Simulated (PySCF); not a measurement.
## How methods differ on the ionisation energy of W³⁶⁺

W³⁶⁺ [Kr] 4d2 [4d3/2^2, M_J = 2] → W³⁷⁺ [Kr] 4d1 [4d3/2^1, M_J = 3/2], as a difference of total energies. All numbers are calculated (PySCF 2.14, the two-component X2C-1e Hamiltonian, in an even-tempered Gaussian basis (17 s from 3.9 bohr⁻², ratio 2.8; 14 p from 5.1 bohr⁻², ratio 2.8; 9 d from 5.1 bohr⁻², ratio 2.8; 3 f from 19 bohr⁻², ratio 3)). Correlated levels: [Ar] 3d10 frozen; the 98 highest virtual spinors dropped. "Screened" scales the spin-orbit matrix elements by Boettger's factors to mimic the two-electron term; Breit and QED terms are absent.

```csv
method,ionisation energy (eV)
GHF (spin-free),1556.0
GMP2 (spin-free),1556.0
GHF (screened spin-orbit),1565.8
GMP2 (screened spin-orbit),1565.8
```

Breit and QED terms and the two-electron picture change are absent.

The spin-free rows relax to the high-spin LS determinant and lack the spin-orbit shift.

The labels give the starting determinants; with spin-orbit coupling the two ends relaxed to ⟨J²⟩ = 6.02, ⟨L²⟩ = 10.26, ⟨S²⟩ = 1.58 and ⟨J²⟩ = 3.75, ⟨L²⟩ = 6.08, ⟨S²⟩ = 0.83.

For comparison: 1569.1 ± 1.5 eV (semi-empirical (NIST evaluation); NIST Atomic Spectra Database, ionization energies).
